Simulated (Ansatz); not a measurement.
The first iterations of a band of FH6O5Ta (13 atoms, charge 0, multiplicity 1).

Method: Ansatz, RKS PBE/def2-SVP.

| Property | Result |
| --- | --- |
| movable images | 7 |
| climbing image | yes |
| spring | 5.0 eV/Å² |
| optimiser | lbfgs |
| start path | through a guess of the saddle point |
| force threshold | 0.05 eV/Å |
| iteration limit | 60 |
| end points | relaxed |
| largest step | 0.5 Å |

Initial state:

```xyz
13
Properties=species:S:1:pos:R:3
Ta -0.328 0.310 0.201
O 1.842 -0.691 0.011
H 1.691 -1.016 0.941
O 0.139 -0.600 1.951
H 0.418 0.036 2.638
O 0.063 0.679 -1.644
H 0.659 0.256 -2.284
O -1.905 1.338 0.527
H -1.962 2.291 0.712
O -1.112 -1.413 -0.162
H -1.231 -2.124 0.491
F 0.840 1.704 0.921
H 2.475 0.047 0.126
```

Final state:

```xyz
13
Properties=species:S:1:pos:R:3
Ta -0.566 -0.112 0.641
O 2.673 0.604 -1.010
H 3.359 0.153 -0.482
O -0.068 -0.676 2.412
H -0.476 -1.374 2.952
O 0.487 -0.835 -0.756
H 1.359 -0.398 -1.039
O -1.769 1.396 0.366
H -1.371 2.284 0.300
O -2.052 -1.279 0.426
H -2.981 -1.428 0.197
F 0.791 1.326 0.760
H 2.201 1.155 -0.337
```

| iteration | highest image above the first end (eV) | largest band force component (eV/Å) |
| --- | --- | --- |
| 1 | 67.552 | 405.747 |
| 2 | 18.387 | 68.140 |
| 3 | 10.472 | 38.758 |
| 4 | 5.203 | 18.429 |
| 5 | 3.446 | 9.605 |
| 6 | 2.585 | 3.647 |
| 7 | 1.771 | 4.709 |
| 8 | 1.605 | 1.911 |
| 9 | 1.490 | 1.388 |
| 10 | 1.250 | 2.868 |
| 11 | 1.125 | 1.997 |
| 12 | 1.101 | 0.742 |
| 13 | 1.056 | 1.664 |
| 14 | 1.039 | 0.609 |
| 15 | 1.005 | 1.270 |
| 16 | 0.990 | 0.439 |
| 17 | 0.980 | 0.446 |
| 18 | 0.970 | 0.381 |
| 19 | 0.844 | 2.100 |
| 20 | 0.821 | 1.540 |

Task: Does the band converge within its limit, and where does its top end?

Result: It did not converge within its limit. It ended after 60 iterations with the highest image 0.540 eV above the first end. The band didn't meet its force threshold, so its energies are provisional: the largest band force was still 0.53 eV/Å, and over the last iterations the top stayed at 0.55 eV. The orbitals stay closed-shell, which can raise the energy where a bond breaks towards radicals; this wasn't checked here.

Time of the run: 14 min on 4 threads of Arm Neoverse V1, with other jobs on the host, peak memory 0.22 GiB.
